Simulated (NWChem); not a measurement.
System: C₂H₅ClOSi; SMILES C(Cl)([SiH2]O)=C

Here is an NWChem input.

```
start job
memory heap 200 mb stack 900 mb global 1100 mb
geometry units angstroms noautosym nocenter noautoz
  C      1.668066    -1.229218    -0.356897
  C      0.572186    -0.547763     0.019566
  Cl    -0.957189    -1.398836     0.307731
  Si     0.385719     1.311391     0.301523
  O     -0.938134     1.868697    -0.565987
  H      1.673708    -2.323021    -0.489527
  H      2.603806    -0.678627    -0.544975
  H      1.598972     2.019666    -0.218314
  H      0.232503     1.537625     1.782495
  H     -1.697836     1.258816    -0.519207
end
basis spherical
  * library cc-pvtz
end
dft
  xc hfexch
  iterations 150
  semidirect filesize 400000000
end
property
  efieldgrad
end
task dft property
```

The geometry was optimised at PBE-D3(BJ)/def2-SVP.

Vzz is the largest principal value of the second derivative of the potential at the nucleus (NWChem prints the opposite sign); η is the asymmetry. Non-relativistic.

Atoms are numbered as in the input.

### Question
What results follow from this input? (Hartree-Fock/cc-pVTZ.) Quantities: Vzz Cl3 (a.u.); η Cl3; Vzz O5 (a.u.); η O5.

### Answer
```json
{
 "Vzz Cl3 (a.u.)": "3.473",
 "η Cl3": "0.04",
 "Vzz O5 (a.u.)": "1.434",
 "η O5": "0.69"
}
```
